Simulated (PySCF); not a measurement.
SMILES CB(C)c1ccc(N)cc1, C₈H₁₂BN

Geometry (Å), atoms numbered from 1 in this order:
```xyz
22

C    -2.699   -1.292    0.643
B    -1.810   -0.068    0.190
C    -2.570    1.283   -0.123
C    -0.265   -0.183    0.048
C     0.423   -1.393    0.277
C     1.798   -1.510    0.151
C     2.576   -0.396   -0.222
N     3.937   -0.490   -0.317
C     1.915    0.825   -0.459
C     0.540    0.915   -0.323
H    -2.235   -2.287    0.575
H    -2.964   -1.129    1.705
H    -3.661   -1.316    0.104
H    -3.473    1.407    0.496
H    -2.931    1.215   -1.167
H    -1.969    2.201   -0.055
H    -0.144   -2.282    0.565
H     2.290   -2.468    0.341
H     4.353   -1.409   -0.366
H     4.436    0.240   -0.804
H     2.499    1.703   -0.748
H     0.066    1.882   -0.515
```

Computed with PySCF 2.14.0, quadratic response CAM-B3LYP/def2-SVPD first hyperpolarisability, Taylor convention, gas phase. Geometry: PBE0-D3(BJ)/def2-SVP.

(1) Give the tensor of the second harmonic β(−2ω;ω,ω) at 1064 nm in the axes of these coordinates.

## Answers

(1) In au, Taylor convention; rows are the first index (the induced dipole):
```
        xx     yy     zz      xy      xz     yz
x  +1918.5  -80.5  +41.7  -144.5  -153.3  +46.4
y   -143.4  +21.0  -10.1   -63.9   +40.0   +3.7
z   -154.5   +5.4   -4.3   +40.2   +37.2  -10.3
```
Norm of βᵢ = ⅓ Σⱼ (βᵢⱼⱼ + βⱼᵢⱼ + βⱼⱼᵢ): 1898.7 au, hyper-Rayleigh value 799.9 au.
